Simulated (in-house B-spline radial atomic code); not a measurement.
Settings and results of a run for Mg VI (Mg5+). Level of theory: non-relativistic PW91, spin-polarised, spherical fractional occupations, point nucleus; calculated with an all-electron radial atomic-structure program (B-spline basis).

Command:
```bash
python run_scf.py task.json out
```
Settings:
```
Z                12
configuration    [He] 2s2 2p3
hamiltonian      nr
method           pw91,pw91
spin_polarised   True
```

Output (hartree, bohr):
```
 radial grid: 39 intervals, B-splines of order 8, outer radius 7.0175 bohr

 iter        energy (Eh)    residual
    1        -184.021961    4.63e-01
    2        -186.840033    1.49e-01
    3        -186.997860    5.86e-02
    4        -187.021956    2.29e-02
    5        -187.025701    4.84e-03
    6        -187.025972    6.93e-05
    7        -187.025972    1.19e-06
    8        -187.025972    5.22e-08

 total energy                      -187.02597
 kinetic                             186.8264
 electron-nucleus                   -415.5336
 Hartree                              54.9088
 exchange-correlation                -13.2276

 orbital      occ     eigenvalue          <r>       <r^2>       <1/r>       r_max
 1s up      1.000       -51.6401     0.130875   0.0230569     11.5862     0.08541
 1s down    1.000       -51.4519     0.130425    0.022884     11.6161     0.08528
 2s up      1.000        -7.2946     0.624599    0.460647     2.34576      0.5166
 2s down    1.000        -6.8976     0.637059    0.480229      2.2916      0.5227
 2p up      3.000        -6.2099      0.56956    0.399392      2.2627      0.4331
```

Cost of the run: 0.04 s on 1 thread of Arm Neoverse V2 (shared host).
